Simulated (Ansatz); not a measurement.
One change: `[CH3][AlH][O]CS` becomes `O=COCS`.

Ansatz, PBE0-D4/def2-TZVP geometries, multiplicity 1. Each molecule was computed in one conformer, which needn't be the lowest.

| property | `[CH3][AlH][O]CS` |
| --- | --- |
| HOMO energy (PBE0/def2-TZVPP) / eV | -7.40 |
| HOMO–LUMO gap (ωB97M-V/def2-TZVPP) / eV | 11.00 |
| ideal-gas entropy at 298 K and 1 bar (rigid rotor, harmonic PBE0-D4/def2-TZVP) / J/(mol·K) | 366 |
| zero-point energy (PBE0-D4/def2-TZVP) / kJ/mol | 221.7 |
| size of the dipole moment (ωB97M-V/def2-TZVPP) / D | 2.43 |
| LUMO energy (ωB97M-V/def2-TZVPP) / eV | 1.35 |

Problem. What does the change do to each property? (An estimate is asked.)

Solution. Ansatz gave: 
| property | `O=COCS` | shift |
| --- | --- | --- |
| HOMO energy (PBE0/def2-TZVPP) / eV | -7.51 | -0.11 |
| HOMO–LUMO gap (ωB97M-V/def2-TZVPP) / eV | 11.73 | 0.73 |
| ideal-gas entropy at 298 K and 1 bar (rigid rotor, harmonic PBE0-D4/def2-TZVP) / J/(mol·K) | 329 | -37 |
| zero-point energy (PBE0-D4/def2-TZVP) / kJ/mol | 162.5 | -59.2 |
| size of the dipole moment (ωB97M-V/def2-TZVPP) / D | 1.48 | -0.95 |
| LUMO energy (ωB97M-V/def2-TZVPP) / eV | 1.97 | 0.62 |

With PBE0 the HOMO falls by 0.11 eV and the LUMO rises by 0.32 eV, so the gap widens by about 0.43 eV. PBE moves the HOMO by -0.19 eV and ωB97M-V by -0.10 eV. The zero-point energy changes by -59.2 kJ/mol with -9 modes. Dipoles are sizes alone; their direction can turn. Modes under 60 cm⁻¹, often nearly free rotors, make the harmonic entropy too high.
